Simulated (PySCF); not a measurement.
**How the method moves the HOMO and LUMO of `NC(=O)[SiH2]C=O`**

Compound: C2H5NO2Si.
Z-matrix (Å and degrees, PBE0-D3(BJ)/def2-SVP geometry), rows numbered from 1:
```
N 
C   1  1.3495
O   2  1.2166  1  125.17
Si  2  1.9262  1  116.55  3   179.00
C   4  1.9394  2  110.11  1     7.67
O   5  1.2120  4  121.52  2    -8.71
H   1  1.0150  2  118.95  3     0.54
H   1  1.0186  2  120.18  3   178.35
H   4  1.4899  2  110.56  1   128.34
H   4  1.4924  2  109.94  1  -110.41
H   5  1.1244  4  119.81  2   171.69
```

Basis pcSseg-2 throughout (PySCF), one geometry. Isolated species at its PBE0-D3(BJ)/def2-SVP geometry (one conformer only).

How do the orbital energies, the gap and the dipole change with the method?

```csv
method,kind,HOMO (eV),LUMO (eV),gap (eV),μ (D),SCF cycles
BLYP,GGA,-5.62,-3.14,2.48,2.52,18
OPBE,GGA,-5.63,-3.15,2.48,2.42,18
PBE,GGA,-5.71,-3.27,2.44,2.48,17
B97-D,GGA,-5.72,-3.17,2.55,2.51,17
BP86,GGA,-5.82,-3.35,2.47,2.50,17
KT3,GGA,-5.87,-3.18,2.69,2.45,18
LDA,LDA,-5.88,-3.53,2.35,2.54,18
KT2,GGA,-5.90,-3.20,2.70,2.47,18
B97-2,global hybrid,-6.88,-2.22,4.66,2.65,15
B3LYP,global hybrid,-6.94,-2.42,4.53,2.68,15
PBE0,global hybrid,-7.16,-2.16,5.00,2.68,15
mPW1PW91,global hybrid,-7.19,-2.17,5.02,2.68,15
CAM-B3LYP,range-separated hybrid,-8.58,-0.95,7.62,2.81,15
BHandHLYP,global hybrid,-8.60,-0.96,7.64,2.89,14
wB97X-D,range-separated hybrid,-9.01,-0.28,8.73,2.76,16
LC-wPBE,range-separated hybrid,-9.83,0.29,10.12,2.83,16
HF,Hartree–Fock,-10.87,1.83,12.70,3.16,12
```

The HOMO spans 5.25 eV, from BLYP down to HF, and the gap runs from 2.35 eV (LDA) to 12.70 eV (HF). Over the methods BLYP (0 %), OPBE (0 %), PBE (0 %), B97-D (0 %), BP86 (0 %), KT3 (0 %), LDA (0 %), KT2 (0 %), B97-2 (21 %), B3LYP (20 %), PBE0 (25 %), mPW1PW91 (25 %), BHandHLYP (50 %), HF (100 %), a straight line through the gap against the share of exact exchange rises by 1.02 eV for each 10 % (correlation coefficient 0.999). The dipole ranges from 2.42 D (OPBE) to 3.16 D (HF). This basis has no diffuse functions.
